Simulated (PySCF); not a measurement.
PySCF input file for Be(NMe2)(SH) (C₂H₇BeNS), SMILES [N](C)(C)[Be][SH], IEF-PCM-PBE0/def2-SVP. Coordinates come from a r2SCAN-D4/def2-SVP optimisation. The structure was generated by enumeration; whether it is a known compound was not checked. The values are those of a single conformer.

```python
import numpy as np
from pyscf import gto, scf, dft
from pyscf.solvent import pcm

mol = gto.M(
    atom='''
    Be   -0.45400662    0.02156228    0.00000000
    N     1.05199915    0.00672231   -0.00000000
    C     1.85631405   -0.00550039    1.20529855
    C     1.85631404   -0.00550039   -1.20529855
    H     2.49737919   -0.90873756    1.26203750
    H     2.52924993    0.87433736    1.25717242
    H     1.22030096    0.00875256    2.10497198
    H     2.52924992    0.87433735   -1.25717243
    H     2.49737919   -0.90873755   -1.26203749
    H     1.22030096    0.00875255   -2.10497197
    S    -2.36378402    0.07829240    0.00000000
    H    -2.49705203   -1.26868366    0.00000000
    ''',
    basis='def2-SVP',
    charge=0,
    spin=0,
    max_memory=1600,
    verbose=3,
)
mf = dft.RKS(mol, xc='pbe0').density_fit(auxbasis='def2-universal-jkfit')
mf.grids.level = 3
mf.conv_tol = 1e-9
mf.max_cycle = 100
mf.kernel()
res = {}
for name, eps in {'water': 78.355, 'acetonitrile': 35.688, 'toluene': 2.3741}.items():
    s = mf.PCM()
    s.with_solvent.method, s.with_solvent.eps, s.with_solvent.lebedev_order = 'IEF-PCM', eps, 29
    s.kernel(mf.make_rdm1())
    res[name] = (s.e_tot, eps, s.dip_moment(), s.mo_energy, s.converged)
    print(f'{name}: electrostatic solvation free energy {(s.e_tot - mf.e_tot) * 627.509474:.3f} kcal/mol')
```

Program output:

```
converged SCF energy = -547.61537811247

WARN: PCM is an experimental feature. It is still in testing.
Features and APIs may be changed in the future.

converged SCF energy = -547.622794880151
Dipole moment(X, Y, Z, Debye):  2.21603, -1.32987, -0.00000
water: electrostatic solvation free energy -4.654 kcal/mol

WARN: PCM is an experimental feature. It is still in testing.
Features and APIs may be changed in the future.

converged SCF energy = -547.622594268694
Dipole moment(X, Y, Z, Debye):  2.20823, -1.31842, -0.00000
acetonitrile: electrostatic solvation free energy -4.528 kcal/mol

WARN: PCM is an experimental feature. It is still in testing.
Features and APIs may be changed in the future.

converged SCF energy = -547.618698142491
Dipole moment(X, Y, Z, Debye):  2.02722, -1.11909, -0.00000
toluene: electrostatic solvation free energy -2.083 kcal/mol
```

Self-consistency was reached.

Cost: about 80 core-seconds (a rough figure).
